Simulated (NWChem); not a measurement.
The numbers come from NWChem runs, not from measurements. System: InO, charge 0, spin multiplicity 2, at a geometry optimised with UPBE/def2-SVP with def2 effective core potentials on In. The structure started from a generated list of species. Its SCF solution wasn't tested for a lower state. Level: UMP2/def2-TZVP with def2 effective core potentials on In, 5 core orbitals frozen.

Part of the output:

```
             Northwest Computational Chemistry Package (NWChem) 7.3.0
             --------------------------------------------------------

                                NWChem Input Module
                                -------------------

 Scaling coordinates for geometry "geometry" by  1.889725989
 (inverse scale =  0.529177249)

 Turning off AUTOSYM since
 SYMMETRY directive was detected!

                             Geometry "geometry" -> ""
                             -------------------------

 Output coordinates in angstroms (scale by  1.889725989 to convert to a.u.)

  No.       Tag          Charge          X              Y              Z
 ---- ---------------- ---------- -------------- -------------- --------------
    1 In                  49.0000     0.00000000     0.00000000     0.27286200
    2 O                    8.0000     0.00000000     0.00000000    -1.67127900

 Effective nuclear repulsion energy (a.u.)     106.6987845058

            Nuclear Dipole moment (a.u.)
            ----------------------------
        X                 Y               Z
 ---------------- ---------------- ----------------
     0.0000000000     0.0000000000     0.0000113384

      Symmetry information
      --------------------

 Group name             C2v
 Group number             16
 Group order               4
 No. of unique centers     2

      Symmetry unique atoms

     1    2


 Summary of "ao basis" -> "" (spherical)
 ------------------------------------------------------------------------------
       Tag                 Description            Shells   Functions and Types
 ---------------- ------------------------------  ------  ---------------------
 *                         def2-tzvp                  on all atoms

 Summary of "ao basis" -> "ao basis" (spherical)
 ------------------------------------------------------------------------------
       Tag                 Description            Shells   Functions and Types
 ---------------- ------------------------------  ------  ---------------------
 In                        def2-tzvp                16       50   6s5p3d2f
 O                         def2-tzvp                11       31   5s3p2d1f

                                 NWChem SCF Module
                                 -----------------

  ao basis        = "ao basis"
  functions       =    81
  atoms           =     2
  alpha electrons =    15
  beta  electrons =    14
  charge          =   0.00
[...]
     2   0 2 0    -19.570098     -9.849141     -9.720957      0.000000
     2   0 1 1      0.000000     -0.000000      0.000000      0.000000
     2   0 0 2    -25.898344    -62.056352    -49.222265     85.380273

                   NWChem MP2 Semi-direct Energy/Gradient Module
                   ---------------------------------------------

  Basis functions       =     81
  Molecular orbitals    =     81
  Frozen core           =      5
  Frozen virtuals       =      0
  Active alpha occupied =     10
  Active beta occupied  =      9
  Active alpha virtual  =     66
  Active beta virtual   =     67
  Use MO symmetry       = T
  Use skeleton AO sym   = T

  AO/Fock/Back tols     =   1.0D-09  1.0D-09  1.0D-09

 GA uses MA = F    GA memory limited = T

 Available:
  local mem=  1.26D+08
 global mem=  1.44D+08
 local disk=  0.00D+00
  mp2_memr nvloc                    66
  nvloc new                    66
   1 passes of  10:        5242880                      46371                   7427718.
   1 passes of  10: M    126140955           G      144166078           F     120898075.

 Semi-direct pass number   1 of   1  for UHF alpha       at        2.1s
  vrange nnbf                  3305
  mp2_eaftype                    28  avail_ma_in_mb                  1099
 EAF : mp2_eaftype filesize          28    3713859.
  mp2_eaf for mointskh                     28
Node 0 wrote     17.5 Mb in      0.0 s     Agg I/O rate:   588.6 Mb/s
 Done moints_semi at        5.1s
  mp2_eaftype                    28  avail_ma_in_mb                  1071
 EAF : mp2_eaftype filesize          28    3713859.
  mp2_eaf for kh                    28
 Done maket at        5.3s
 Done multipass loop at        5.3s

 GA uses MA = F    GA memory limited = T

 Available:
  local mem=  1.26D+08
 global mem=  1.44D+08
 local disk=  0.00D+00
  mp2_memr nvloc                    67
  nvloc new                    67
   1 passes of   9:        5242880                      43522                   6787209.
   1 passes of   9: M    126140955           G      144166078           F     120898075.

 Semi-direct pass number   1 of   1  for UHF beta        at        5.3s
  vrange nnbf                  3305
  mp2_eaftype                    25  avail_ma_in_mb                  1099
 EAF : mp2_eaftype filesize          25    3393605.
  mp2_eaf for mointskh                     25
Node 0 wrote     15.9 Mb in      0.0 s     Agg I/O rate:  1005.6 Mb/s
 Done moints_semi at        8.3s
  mp2_eaftype                    25  avail_ma_in_mb                  1074
 EAF : mp2_eaftype filesize          25    3393605.
  mp2_eaf for kh                    25
 Done maket at        8.5s
 Done multipass loop at        8.5s

          -------------------------------------------
          SCF energy                -264.070600875397
          Correlation energy          -0.465376395120
          Singlet pairs                0.000000000000
          Triplet pairs                0.000000000000
          Total MP2 energy          -264.535977270517
          -------------------------------------------

          ---------------------------------------------------
                    Spin Component Scaled (SCS) MP2
          Same spin pairs                     -0.144060492981
          Same spin scaling factor             0.333333333333
          Opposite spin pairs                 -0.321315902139
          Opposite spin scaling fact.          1.200000000000
          SCS-MP2 correlation energy          -0.433599246894
          Total SCS-MP2 energy              -264.504200122291
          ---------------------------------------------------

 -----------------------
 Performance information
 -----------------------

 Timer overhead =  1.35D-07 seconds/call

               Nr. of calls         CPU time (s)                 Wall time (s)                GFlops
             ---------------    -------------------     ------------------------------   -------------------
Name         Min   Avg   Max    Min     Avg     Max     Min     Avg     Max   Mx/calls   Min     Max     Sum
mp2: moin     2     2     2    6.0     6.0     6.0      6.0     6.0     6.0     3.0      0.0     0.0     0.0
mp2: make     2     2     2   0.30    0.30    0.30     0.30    0.30    0.30    0.15      0.0     0.0     0.0
mp2: tota     1     1     1    6.4     6.4     6.4      6.4     6.4     6.4     6.4      0.0     0.0     0.0

 The average no. of pstat calls per process was 5.00D+00
 with a timing overhead of 6.76D-07s

 Task  times  cpu:        8.4s     wall:        8.4s

 Total times  cpu:        8.5s     wall:        8.5s
```

Q: Write an NWChem input that would produce this output.

A: One answer among several that fit: 
```
start mol
memory heap 200 mb stack 900 mb global 1100 mb
geometry units angstroms nocenter noautoz
  In     0.000000     0.000000     0.272862
  O      0.000000     0.000000    -1.671279
  symmetry group C2v
end
basis spherical
  * library def2-tzvp
end
ecp
  In library def2-ecp
end
scf
  uhf
  nopen 1
  maxiter 100
  thresh 1e-7
  semidirect memsize 60000000 filesize 0
  # guess.movecs holds the orbitals of an unrestricted PBE0 run
  vectors input guess.movecs output mol.movecs
end
mp2
  freeze core 5
end
task mp2 energy
```
